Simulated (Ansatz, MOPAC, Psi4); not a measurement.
Relaxed torsion scan: ethyl methyl carbonate, SMILES CCOC(=O)OC. Scanned: dihedral C4–O3–C2–C1; all other coordinates were relaxed at B3LYP-D3(BJ)/def2-SVP. Points at φ and −φ are mirror images. Heavy atoms are numbered in the order of the SMILES CCOC(=O)OC, hydrogens after them in the order of the atoms that carry them; the mirror image has the same energies with the sign of each dihedral reversed.

Levels of theory: PBE-D3(BJ)/def2-TZVP // B3LYP-D3(BJ)/def2-SVP (Psi4); PM3, restricted, heats of formation // B3LYP-D3(BJ)/def2-SVP (MOPAC); CCSD(T)/cc-pVDZ = CCSD(T) on RHF/cc-pVDZ, frozen core // B3LYP-D3(BJ)/def2-SVP in Ansatz (a first-principles code).

Energies in kJ/mol, each method relative to its own lowest point.

```
φ / °  PBE-D3(BJ)/def2-TZVP   PM3  CCSD(T)/cc-pVDZ
-----  --------------------  ----  ---------------
-160                    1.2   2.0              2.3
-140                    2.4   3.6              4.5
-120                    2.3   3.5              4.8
-100                    0.9   1.5              2.5
-80                     0.0   0.0              0.0
-60                     4.8   2.6              5.1
-40                    14.6   9.3             16.5
-20                    23.5  15.9             26.4
0                      27.3  18.6             30.2
20                     23.5  15.9             26.4
40                     14.6   9.3             16.5
60                      4.8   2.6              5.1
80                      0.0   0.0              0.0
100                     0.9   1.5              2.5
120                     2.3   3.5              4.8
140                     2.4   3.6              4.5
160                     1.2   2.0              2.3
180                     0.4   0.8              0.8
```
